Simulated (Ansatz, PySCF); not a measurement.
Ag₂, SMILES [Ag][Ag], multiplicity 1.

The structure is a stationary point at PBE0-D3(BJ)/def2-TZVPD. The spin state was assumed, not searched. The def2 effective core potentials stand for the cores of Ag; spin–orbit coupling is left out.

Vertical ionisation energy (IE) and electron affinity (EA) in eV. Rows of orbital energies are one-electron estimates. Where ΔSCF, EOM or ADC give a negative EA the extra electron is unbound and the value depends on the basis.

```tsv
level	IE	EA
−ε(HOMO), −ε(LUMO), M06-2X/def2-TZVPD (PySCF)	6.10	1.86
−ε(HOMO), −ε(LUMO), CAM-B3LYP/def2-TZVPD (PySCF)	6.69	1.63
−ε(HOMO), −ε(LUMO), PBE/def2-TZVPD (PySCF)	…	…
ΔSCF, CAM-B3LYP/def2-TZVPD (Ansatz), final states of multiplicity 2 and 2	7.68	0.90
ΔSCF, PBE/def2-TZVPD (Ansatz), final states of multiplicity 2 and 2	8.03	0.97
```

Question: What belongs in the gaps? (Estimate from the structure and the level; the computed values follow.)

Answer: 
- −ε(HOMO), −ε(LUMO), PBE/def2-TZVPD (PySCF), IE: 5.21
- −ε(HOMO), −ε(LUMO), PBE/def2-TZVPD (PySCF), EA: 3.17

Question: What vertical singlet–triplet gap does ΔSCF give with CAM-B3LYP/def2-TZVPD (Ansatz, a first-principles code) and with PBE/def2-TZVPD (Ansatz)? (The exact figures need the calculation; the answer reports its results.)

Answer: 1.72 and 1.85 eV (triplet above singlet where positive).
